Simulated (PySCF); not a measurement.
## IWN: bending curve

These are results of UPBE0 in PySCF with W def2-SVP with ECP60, N def2-SVP, I def2-SVP with ECP28; scalar-relativistic core potentials, no spin–orbit coupling; density-fitted integrals, not measurements.

Rigid scan from the triplet minimum (W–I 2.634 Å, W–N 1.653 Å; I–W–N 107.4°). Coordinate: the N–W–I angle, bonds fixed. Energies in kJ/mol from the minimum.

Question: Predict the curve at 80, 90, 100, 110, 120, 130, 140, 150, 160, 170, 180.

Answer: 
| bond angle (°) | E (kJ/mol) | dipole size (D) | ⟨S²⟩ |
| --- | --- | --- | --- |
| 80 | 62.0 | 5.05 | 2.06 |
| 90 | 22.5 | 4.78 | 2.05 |
| 100 | 3.7 | 4.54 | 2.05 |
| 110 | 0.5 | 4.30 | 2.05 |
| 120 | 9.0 | 4.05 | 2.05 |
| 130 | 25.7 | 3.72 | 2.07 |
| 140 | 46.6 | 3.22 | 2.12 |
| 150 | 65.0 | 2.40 | 2.22 |
| 160 | 77.0 | 1.50 | 2.30 |
| 170 | 83.5 | 0.78 | 2.34 |
| 180 | 85.6 | 0.38 | 2.35 |

With the bonds held, the linear shape lies 85.6 kJ/mol from the minimum.

Spin contamination is strong at 150, 160, 170, 180, so these points are less reliable.

With open d or f shells other occupations or spin states may lie lower. No spin–orbit coupling is included, which matters more the heavier the element.

The scan took 17 s on 2 threads of a shared Arm Neoverse V2 host; the process peaked at 0.7 GiB.
